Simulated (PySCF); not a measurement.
Rigid-rotor lines calculated for a species of formula C4H4BFS (commonest isotopes; PBE0-D3(BJ)/def2-SVP geometry optimisation, gas phase in PySCF), labelled J(Ka,Kc):

| transition | MHz |
| --- | --- |
| 1(0,1) ← 0(0,0) | 2792.9 |
| 1(1,1) ← 0(0,0) | 6185.2 |
| 2(1,1) ← 1(1,0) | 5970.0 |
| 2(0,2) ← 1(0,1) | 5555.1 |
| 2(1,2) ← 1(1,1) | 5201.7 |

**Question.** Find the rotational constants.

**Answer.** 1(0,1) ← 0(0,0) is B + C, 2(1,1) ← 1(1,0) is 3B + C and 2(1,2) ← 1(1,1) is B + 3C, so B − C is half the difference of the last two, 384.2 MHz. 1(1,1) ← 0(0,0) is A + C. A = 4980.8, B = 1588.5, C = 1204.4 MHz.

**Question.** What moments of inertia, asymmetry and inertial defect follow?

**Answer.** I = 505379 MHz·u·Å² over each constant: Ia = 101.47, Ib = 318.14, Ic = 419.61 u·Å²; κ = (2B − A − C)/(A − C) = -0.797 (asymmetric top); Δ = Ic − Ia − Ib = 0.00 u·Å².

**Question.** Which dipole components do these lines need?

**Answer.** μa and μb (a-type: ΔKa even, ΔKc odd; b-type: both odd). The calculation gives |μa| = 2.06 D, |μb| = 0.66 D, |μc| = 0.00 D.

**Question.** Predict further lines from these constants: 2(2,0) ← 2(1,1); 2(2,1) ← 1(1,0); 1(1,0) ← 1(0,1); 2(1,1) ← 2(0,2); 2(1,2) ← 1(0,1); 2(1,1) ← 2(1,2).

**Answer.** 
```
     transition    MHz  type  branch
2(1,1) ← 2(1,2)   1152     a       Q
1(1,0) ← 1(0,1)   3776     b       Q
2(1,1) ← 2(0,2)   4191     b       Q
2(1,2) ← 1(0,1)   8594     b       R
2(2,0) ← 2(1,1)  10208     b       Q
2(2,1) ← 1(1,0)  16147     b       R
```

**Question.** Which structure gave them?

**Answer.** `FBC1=CC=CS1`, point group Cs. Three constants can't fix a structure by themselves; this is the one that was computed:
```
atom  x, y, z in Å
F1     2.949    0.655    0.801
B2     2.290   -0.241    0.074
C3     0.757   -0.232    0.087
C4    -0.108    0.613    0.767
C5    -1.473    0.323    0.545
C6    -1.641   -0.748   -0.308
S7    -0.149   -1.386   -0.830
H8     2.941   -1.033   -0.570
H9     0.252    1.419    1.408
H10   -2.304    0.872    0.989
H11   -2.580   -1.184   -0.648
```

The values belong to one conformer (point group Cs) with, in the numbering `[F:1][BH:2][c:3]1[cH:4][cH:5][cH:6][s:7]1`, F1–B2–C3–C4 0°. Not checked by PBE0-D3(BJ)/def2-SVP frequencies. No vibrational averaging or centrifugal distortion is included, and the geometry carries the error of its method. Quadrupole hyperfine structure (11B) is left out.
